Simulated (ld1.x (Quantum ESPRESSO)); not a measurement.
Before and after: ultrasoft potential for osmium (Os)

Os, ultrasoft, made with ld1.x (Quantum ESPRESSO) 7.5 (PBE, scalar-relativistic). Core [Kr] 4d10, reference 4f14 5s2 5p6 5d6.5 6s1.5 6p0. Waves: 5s (bound): rcut 1.40, rcutus 1.80 bohr; 6s (bound): rcut 1.40, rcutus 1.80 bohr; 5p (bound): rcut 1.80, rcutus 2.45 bohr; 6p (bound, empty): rcut 1.80, rcutus 2.45 bohr; 5d (bound): rcut 1.70, rcutus 1.80 bohr; 5d channel at -0.05 Ry: rcut 1.70, rcutus 1.80 bohr; 4f (bound): rcut 0.60, rcutus 0.65 bohr; 4f channel at -1.15 Ry: rcut 0.60, rcutus 0.65 bohr. Local part: all-electron potential smoothed inside 1.05 bohr (lloc = -1). Core correction: Bessel-smoothed model core inside 0.60 bohr. Augmentation charge: PSQ, inside the norm-conserving radii.

All-electron outer shells of the reference configuration (PBE, scalar-relativistic, ld1.x):

```csv
shell,level (eV),outermost node (bohr),outermost maximum (bohr)
4p,-470.41,0.23,0.42
4d,-271.59,0.21,0.44
5s,-90.33,0.51,0.91
4f,-50.71,–,0.40
5p,-49.70,0.55,1.03
6s,-5.78,1.21,2.51
5d,-5.45,0.60,1.36
6p,-1.12,1.44,3.65
```

Change: fully relativistic.

Cutoffs: the cutoffs (Ry, on a coarse ladder) from which the occupation-weighted sum of valence levels, in a spherical-Bessel basis at the reference potential, stays within 10 and 1 mRy of its value at 400 Ry; they do not see the model core or the augmentation charge, which bear on the density cutoff. Errors are all-electron minus pseudo energies relative to the spin-unpolarised reference configuration.

Task: What does the change do?

Result: Both files keep a bound ghost (s); of the 5 tests that both files solve, the error grows in 2 and shrinks in 3 by more than 15 % and 0.3 meV (median size 3.0 → 1.1 meV).

```tsv
quantity	base	changed
cutoffs, loose and tight	over 300 Ry, over 300 Ry	not determined
bound ghosts	s	s
tests counted (converged, no solver errors)	6 of 7	6 of 7
error for 4f14 5s2 5p6 5d6 6s2 6p0, meV [ΔE -0.05 eV]	+0.7	-1.1
error for 4f14 5s2 5p6 5d6 6s1 6p0, meV [ΔE 9.52 → 9.53 eV]	-2.0	-0.7
error for 4f14 5s2 5p6 5d6 6s0 6p0, meV [ΔE 26.44 → 26.45 eV]	-9.0	-2.1
error for 4f13 5s2 5p6 5d7 6s1 6p0, meV [ΔE 59.90 → 59.64 eV]	-778	+2781
error for 4f14 5s2 5p6 5d7 6s1 6p0, meV [ΔE 0.26 → 0.26 eV]	-3.0	-0.6
s: phases at 2.65 bohr within 0.05 rad from the reference energy up to (Ry; the scan ends near 5)	4.3	n/a
lowest overlap eigenvalue by channel	s 0.02, p 0.68, d 0.95, f 0.98	s 0.02, p1/2 0.66, p3/2 0.69, d3/2 0.94, d5/2 0.95, f5/2 0.99, f7/2 0.98
```

Base: Tests not counted: 4f14 5s1 5p6 5d6 6s2 6p0 (solver errors, printed error -108 meV). Changed file: Tests not counted: 4f14 5s2 5p6 5d6 6s1 6p1 (pseudo-atom not self-consistent, printed error -78.6 eV). These tests converged, but a pseudo level misses the all-electron one widely, so the file describes the atom poorly there or has found another state: 4f13 5s2 5p6 5d7 6s1 6p0: 4f by 5.8 eV (a node warning on the way). A true bound ghost makes a file unfit for plane-wave use even where its test errors are small: the radial tests pick states by their node count and pass the ghost by. Where a test does run into it, the solver fails or the error is huge.
